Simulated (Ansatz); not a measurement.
Geometry optimisation, Ansatz, RHF/def2-SVP.

The input (input.yaml):

```yaml
crystal:
  periodic: [false, false, false]
  atoms:
    - { symbol: O, position_ang: [0.81834, 1.22792, -0.5239] }
    - { symbol: B, position_ang: [-0.31131, 0.71276, -0.07164] }
    - { symbol: C, position_ang: [-0.41631, -0.81364, 0.30983] }
    - { symbol: Se, position_ang: [0.93417, -1.94654, 0.16838] }
    - { symbol: H, position_ang: [1.55882, 0.61451, -0.60166] }
    - { symbol: H, position_ang: [0.45817, 2.14417, -0.62814] }
    - { symbol: H, position_ang: [-1.3517, -1.22278, 0.68292] }
basis:
  gaussian: { orbitals: def2-SVP }
hamiltonian:
  xc: hf
relax:
  f_tol: 0.02
  max_steps: 50
output:
  orbitals: {}
```

Run as:

```bash
$ ansatz run input.yaml --threads 1 --pin off --max-ram 2048MiB --backend cpu --events-out ev --progress --plain --runs-dir out
```

Problem. Where does it end, and by what steps?

Solution. The forces met the threshold. After 19 steps the energy has fallen by 1.648 eV; H6 moved furthest, 0.51 Å.

```csv
step,energy less start (eV),largest force component (eV/Å),accepted
0,0.0000,6.818,yes
1,-0.7778,2.732,yes
2,-1.1806,2.037,yes
3,-1.2205,3.177,yes
4,-1.3375,1.438,yes
5,-1.4405,0.404,yes
6,-1.5329,0.869,yes
7,-1.5519,0.917,yes
8,-1.6204,0.497,yes
9,-1.6080,0.403,no
10,-1.6354,0.483,yes
11,-1.6037,0.638,no
12,-1.6462,0.141,yes
13,-1.6449,0.157,no
14,-1.6474,0.068,yes
15,-1.6476,0.049,yes
16,-1.6476,0.045,yes
17,-1.6476,0.023,yes
18,-1.6476,0.020,no
19,-1.6477,0.020,yes
```

```xyz
7
Properties=species:S:1:pos:R:3
O 0.709 1.293 -0.246
B -0.640 0.600 -0.351
C -0.441 -0.792 0.298
Se 0.904 -1.805 -0.290
H 1.449 0.661 -0.182
H 0.866 1.973 -0.890
H -1.158 -1.212 0.996
```

Run time: 57 s on 1 thread of Arm Neoverse V1, with other jobs on the host, peak memory 0.19 GiB.
